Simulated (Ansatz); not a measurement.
System: C₃H₉O, charge 1, multiplicity 1. It need not be the lowest isomer of its formula. 
Structure (B3LYP-D3(BJ)/def2-TZVP (Ansatz, a program for electronic structure) minimum search):
```
C
H 1 1.0913
H 1 1.0944 2 108.43
C 1 1.4978 2 109.79 3 -120.27
H 4 1.0863 1 114.42 2 -54.55
H 4 1.0875 5 112.00 1 132.76
C 1 1.5365 2 110.12 3 119.60
H 7 1.0883 1 109.15 2 -59.72
H 7 1.0902 8 107.92 1 -121.15
H 7 1.0903 8 107.94 9 -117.32
O 4 1.5669 5 101.46 6 111.54
H 11 0.9755 4 114.76 5 -64.05
H 11 0.9756 12 110.20 4 128.82
```
Charge +1, spin multiplicity 1.

Basis-set convergence of Hartree-Fock and CCSD correlation energies (hartree) with Ansatz. Cores are frozen in the correlated levels unless marked. No spin-orbit coupling. No relativistic terms.

```tsv
basis	functions	E(HF)	E(corr, CCSD)
cc-pVDZ	101	-193.44787	-0.67324
cc-pVTZ	246	?	?
```

Question: Some entries are withheld; supply them.

Answer: 
- cc-pVTZ, E(HF): -193.50858
- cc-pVTZ, E(corr, CCSD): -0.81015
